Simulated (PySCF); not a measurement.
Level sweep

Compound: propyl propanoate, C6H12O2.
Geometry (PBE0-D3(BJ)/def2-SVP, Å), atoms numbered from 1 in this order:
```
atom  x, y, z in Å
C1    -3.357    0.113   -0.864
C2    -1.949   -0.409   -0.626
C3    -1.278    0.275    0.549
O4     0.006   -0.277    0.822
C5     1.041    0.217    0.129
O6     0.940    1.091   -0.691
C7     2.327   -0.465    0.517
C8     3.538    0.110   -0.189
H9    -3.355    1.196   -1.066
H10   -3.825   -0.384   -1.726
H11   -4.006   -0.060    0.010
H12   -1.329   -0.248   -1.522
H13   -1.967   -1.495   -0.438
H14   -1.858    0.130    1.473
H15   -1.175    1.355    0.358
H16    2.199   -1.540    0.304
H17    2.416   -0.402    1.614
H18    3.687    1.166    0.077
H19    4.448   -0.445    0.078
H20    3.412    0.067   -1.280
```

PySCF, dipoles from the SCF density, polarisabilities from static response with core orbitals frozen. The structure is a single PBE0-D3(BJ)/def2-SVP conformer in the gas phase; no vibrational or solvent corrections.

The anisotropy is √(½[(α1 − α2)² + (α2 − α3)² + (α3 − α1)²]).

```tsv
level	μ (D)	α (Å³)	anisotropy (Å³)
wB97X-D/def2-SVPD	1.754	11.98	4.05
PBE0/6-31G*	1.623	10.22	3.71
PBE0/6-31+G*	1.731	11.31	3.81
PBE0/def2-SVP	1.620	10.47	3.75
PBE0/aug-cc-pVDZ	1.716	12.33	4.51
```

The dipole runs from 1.62 D (PBE0/def2-SVP) to 1.75 D (wB97X-D/def2-SVPD). No reference polarisability is at hand; against PBE0 in the largest diffuse basis at hand (aug-cc-pVDZ) the other PBE0 rows deviate by 6-31G* -17%, 6-31+G* -8%, def2-SVP -15%. With PBE0 the polarisability is 10.34 Å³ without diffuse functions (mean of 6-31G* and def2-SVP) and 11.82 Å³ with them (mean of 6-31+G* and aug-cc-pVDZ).
